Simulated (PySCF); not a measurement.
PySCF input for ClH6NSSi2, SMILES N[SiH2]S[SiH2]Cl, TDA-B3LYP/def2-SVPD. The structure is a stationary point at B3LYP-D3(BJ)/def2-SVP. This is a generated structure with no PubChem entry under its InChIKey; it may be hypothetical. One conformer was computed; it need not be the lowest.

```python
import numpy as np
from pyscf import gto, scf, dft, tdscf

mol = gto.M(
    atom='''
    Si    1.59174196   -0.04538649    0.34616416
    Cl    1.24206199    0.84722635   -1.52017070
    S    -0.02779248   -1.30037773    0.92928429
    Si   -1.66733201    0.15618748    0.74587746
    N    -2.26762045    0.43962620   -0.84198035
    H     1.79975330    1.07956807    1.29261240
    H     2.80554675   -0.88945091    0.23206173
    H    -1.15408321    1.43887663    1.29280391
    H    -2.75009809   -0.43773796    1.56801265
    H    -1.63441743    0.87655008   -1.50841841
    H    -2.80547151   -0.29320743   -1.29743906
    ''',
    basis='def2-SVPD',
    charge=0,
    spin=0,
    max_memory=1600,
    verbose=4,
)
mf = dft.RKS(mol, xc='b3lyp').density_fit(auxbasis='def2-universal-jkfit')
mf.grids.level = 3
mf.conv_tol = 1e-9
mf.max_cycle = 100
mf.kernel()
mf.grids = dft.Grids(mol).set(level=1).build(with_non0tab=True)  # coarser grid for the response kernel
td = tdscf.TDA(mf)
td.singlet = True
td.nstates = 10
td.conv_tol = 1e-4
td.positive_eig_threshold = 1e-6
td.kernel(x0=td.get_init_guess(mf, 15))
td.analyze()
tt = tdscf.TDA(mf)
tt.singlet = False
tt.nstates = 4
tt.conv_tol = 1e-4
tt.positive_eig_threshold = 1e-6
tt.kernel(x0=tt.get_init_guess(mf, 9))
tt.analyze(verbose=3)
```

Output:

```
PySCF version 2.14.0

[INPUT] verbose = 4
[INPUT] num. atoms = 11
[INPUT] num. electrons = 74
[INPUT] charge = 0
[INPUT] spin (= nelec alpha-beta = 2S) = 0
[INPUT] symmetry False subgroup None
[INPUT] Mole.unit = angstrom
[INPUT] Symbol           X                Y                Z      unit          X                Y                Z       unit  Magmom
[INPUT]  1 Si     1.591741960000  -0.045386490000   0.346164160000 AA    3.007956365378  -0.085768035855   0.654155456540 Bohr   0.0
[INPUT]  2 Cl     1.242061990000   0.847226350000  -1.520170700000 AA    2.347156990832   1.601025767015  -2.872706285588 Bohr   0.0
[INPUT]  3 S     -0.027792480000  -1.300377730000   0.929284290000 AA   -0.052520175522  -2.457357768184   1.756092799961 Bohr   0.0
[INPUT]  4 Si    -1.667332010000   0.156187480000   0.745877460000 AA   -3.150800857621   0.295151561286   1.409504121886 Bohr   0.0
[INPUT]  5 N     -2.267620450000   0.439626200000  -0.841980350000 AA   -4.285181604963   0.830773115183  -1.591112263765 Bohr   0.0
[INPUT]  6 H      1.799753300000   1.079568070000   1.292612400000 AA    3.401040828782   2.040087985125   2.442683421217 Bohr   0.0
[INPUT]  7 H      2.805546750000  -0.889450910000   0.232061730000 AA    5.301714987164  -1.680818621145   0.438533113693 Bohr   0.0
[INPUT]  8 H     -1.154083210000   1.438876630000   1.292803910000 AA   -2.180901191859   2.719082757737   2.443045322667 Bohr   0.0
[INPUT]  9 H     -2.750098090000  -0.437737960000   1.568012650000 AA   -5.196932205789  -0.827204858726   2.963114468353 Bohr   0.0
[INPUT] 10 H     -1.634417430000   0.876550080000  -1.508418410000 AA   -3.088601315915   1.656439585666  -2.850497676152 Bohr   0.0
[INPUT] 11 H     -2.805471510000  -0.293207430000  -1.297439060000 AA   -5.301572804170  -0.554081740388  -2.451804486713 Bohr   0.0

nuclear repulsion = 436.723443198286
number of shells = 74
number of NR pGTOs = 264
number of NR cGTOs = 170
basis = def2-SVPD
ecp = {}


[settings echo left out]
init E= -1495.59715162188
  HOMO = -0.305436928725039  LUMO = -0.0513215004301881  gap/eV = 6.91483
cycle= 1 E= -1495.40414372492  delta_E= 0.193  |g|=  0.5  |ddm|= 3.97
  HOMO = -0.20035395947815  LUMO = -0.0279192405196658  gap/eV = 4.69219
cycle= 2 E= -1495.34084615326  delta_E= 0.0633  |g|= 0.711  |ddm|= 2.11
  HOMO = -0.26604278681937  LUMO = -0.0187364431104258  gap/eV = 6.72955
cycle= 3 E= -1495.46514073355  delta_E= -0.124  |g|= 0.0732  |ddm|= 1.29
  HOMO = -0.270392817222117  LUMO = -0.0222018439757048  gap/eV = 6.75362
cycle= 4 E= -1495.4663758295  delta_E= -0.00124  |g|= 0.0286  |ddm|= 0.162
  HOMO = -0.269164895711796  LUMO = -0.0221395880488529  gap/eV = 6.72190
cycle= 5 E= -1495.46659646262  delta_E= -0.000221  |g|= 0.00688  |ddm|= 0.0519
  HOMO = -0.269433274589803  LUMO = -0.0217129908082985  gap/eV = 6.74081
cycle= 6 E= -1495.46661194234  delta_E= -1.55e-05  |g|= 0.0017  |ddm|= 0.0144
  HOMO = -0.269463521359447  LUMO = -0.0218379777383495  gap/eV = 6.73823
cycle= 7 E= -1495.46661286338  delta_E= -9.21e-07  |g|= 0.00034  |ddm|= 0.0031
  HOMO = -0.269464892592437  LUMO = -0.0218095612999534  gap/eV = 6.73904
cycle= 8 E= -1495.46661290135  delta_E= -3.8e-08  |g|= 9.97e-05  |ddm|= 0.000718
  HOMO = -0.269456030530611  LUMO = -0.0218072046307127  gap/eV = 6.73887
cycle= 9 E= -1495.46661290481  delta_E= -3.46e-09  |g|= 2.05e-05  |ddm|= 0.0002
  HOMO = -0.269456250981473  LUMO = -0.0218083783264826  gap/eV = 6.73884
cycle= 10 E= -1495.46661290493  delta_E= -1.21e-10  |g|= 7.01e-06  |ddm|= 5.25e-05
  HOMO = -0.269456917342371  LUMO = -0.0218088744942859  gap/eV = 6.73885
Extra cycle  E= -1495.46661290492  delta_E= 9.55e-12  |g|= 8.51e-06  |ddm|= 2.26e-05
converged SCF energy = -1495.46661290492
tot grids = 45408
Overwritten attributes  positive_eig_threshold  of <class 'pyscf.tdscf.rks.TDA'>


******** <class 'pyscf.tdscf.rks.TDA'> for <class 'pyscf.df.df_jk.DFRKS'> ********
nstates = 10 singlet
deg_eia_thresh = 1.000e-03
wfnsym = None
conv_tol = 0.0001
eigh lindep = 1e-12
eigh level_shift = 0
eigh max_cycle = 100


Excitation energies (eV)
[5.81012936 6.13658086 6.25648234 6.39989379 6.49342731 6.63433379
 6.73205458 6.89486672 7.00614644 7.09919509]

** Singlet excitation energies and oscillator strengths **
Excited State   1:      5.81013 eV    213.39 nm  f=0.0162
      36 -> 38       -0.15755
      37 -> 38       -0.66443
Excited State   2:      6.13658 eV    202.04 nm  f=0.0370
      36 -> 38        0.16621
      36 -> 39       -0.11183
      37 -> 39       -0.65843
Excited State   3:      6.25648 eV    198.17 nm  f=0.0068
      36 -> 38       -0.55935
      37 -> 38        0.16271
      37 -> 39       -0.12025
      37 -> 40        0.36235
Excited State   4:      6.39989 eV    193.73 nm  f=0.0301
      36 -> 38        0.33550
      36 -> 41        0.15088
      37 -> 40        0.55516
      37 -> 41        0.13176
Excited State   5:      6.49343 eV    190.94 nm  f=0.0219
      36 -> 40       -0.12331
      37 -> 40        0.13530
      37 -> 41       -0.64513
Excited State   6:      6.63433 eV    186.88 nm  f=0.0338
      36 -> 39        0.62701
      36 -> 40        0.24942
Excited State   7:      6.73205 eV    184.17 nm  f=0.0086
      36 -> 39       -0.24644
      36 -> 40        0.57504
      37 -> 39        0.10772
      37 -> 42        0.14917
      37 -> 43       -0.20499
Excited State   8:      6.89487 eV    179.82 nm  f=0.0022
      36 -> 40        0.14398
      36 -> 41        0.17129
      36 -> 42       -0.13506
      37 -> 41       -0.15110
      37 -> 42       -0.62200
Excited State   9:      7.00615 eV    176.96 nm  f=0.0050
      35 -> 38       -0.19377
      36 -> 40       -0.18742
      36 -> 41       -0.20863
      37 -> 42       -0.15283
      37 -> 43       -0.58607
Excited State  10:      7.09920 eV    174.65 nm  f=0.0454
      35 -> 38        0.59536
      35 -> 39       -0.17233
      36 -> 41       -0.21184
      36 -> 43        0.12463
      37 -> 43       -0.11494

** Transition electric dipole moments (AU) **
state          X           Y           Z        Dip. S.      Osc.
  1         0.2235      0.0947     -0.2350      0.1142      0.0162
  2        -0.4099     -0.0356     -0.2766      0.2458      0.0370
  3         0.0437     -0.1740     -0.1113      0.0445      0.0068
  4         0.4121     -0.0994      0.1094      0.1917      0.0301
  5         0.2494     -0.0659     -0.2663      0.1375      0.0219
  6        -0.2374      0.3801     -0.0858      0.2082      0.0338
  7         0.2246     -0.0226      0.0306      0.0519      0.0086
  8        -0.0271      0.1053     -0.0301      0.0127      0.0022
  9         0.0081     -0.0017     -0.1705      0.0291      0.0050
 10         0.4656      0.2102     -0.0170      0.2613      0.0454

** Transition velocity dipole moments (imaginary part, AU) **
state          X           Y           Z        Dip. S.      Osc.
  1         0.0169     -0.0041     -0.0401      0.0019      0.0060
  2        -0.0607      0.0004     -0.0584      0.0071      0.0210
  3         0.0292     -0.0391     -0.0181      0.0027      0.0079
  4         0.0634     -0.0099      0.0203      0.0045      0.0128
  5         0.0362     -0.0193     -0.0537      0.0046      0.0127
  6        -0.0560      0.0716      0.0039      0.0083      0.0226
  7         0.0133      0.0036      0.0018      0.0002      0.0005
  8        -0.0020      0.0358      0.0133      0.0015      0.0039
  9        -0.0113      0.0088     -0.0317      0.0012      0.0031
 10         0.0917      0.0535      0.0150      0.0115      0.0294

** Transition magnetic dipole moments (imaginary part, AU) **
state          X           Y           Z
  1         0.1784     -0.4306     -0.2731
  2        -0.4893      0.3761      0.3255
  3         0.1368      0.3992      0.0783
  4        -0.0692     -0.1623     -0.3581
  5         0.2327      0.2616     -0.5569
  6         0.0434      0.2933      0.4249
  7        -0.6176     -0.9207     -0.4946
  8        -0.4478     -0.1926     -0.2132
  9        -0.3346      0.1557      0.1544
 10        -0.7673     -0.0414     -0.1098


******** <class 'pyscf.tdscf.rks.TDA'> for <class 'pyscf.df.df_jk.DFRKS'> ********
nstates = 4 triplet
deg_eia_thresh = 1.000e-03
wfnsym = None
conv_tol = 0.0001
eigh lindep = 1e-12
eigh level_shift = 0
eigh max_cycle = 100


Excitation energies (eV)
[5.46704284 5.71221805 6.02519543 6.13668069]

** Triplet excitation energies and oscillator strengths **
Excited State   1:      5.46704 eV    226.78 nm  f=0.0000
Excited State   2:      5.71222 eV    217.05 nm  f=0.0000
Excited State   3:      6.02520 eV    205.78 nm  f=0.0000
Excited State   4:      6.13668 eV    202.04 nm  f=0.0000
```

The run converged.

Cost: about 2.7 core-minutes (a rough figure).
